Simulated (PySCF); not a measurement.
A calculated (B2PLYP, PySCF 2.14, aug-cc-pCVTZ-DK, the spin-free X2C one-electron Hamiltonian (Gaussian nucleus)) atom or ion has these occupied shells.

```csv
shell,electrons,orbital energy (eV),"rms radius, mean of both spins (bohr)"
1s α,1,-292.41,0.313
1s β,1,-291.45,0.313
2s α,1,-18.701,1.75
2s β,1,-14.375,1.75
2p α,2,-9.163,1.95
```

(1) Name the element and its charge.

Results:

(1) C (carbon, neutral), in [He] 2s2 2p2, high-spin 3P determinant.
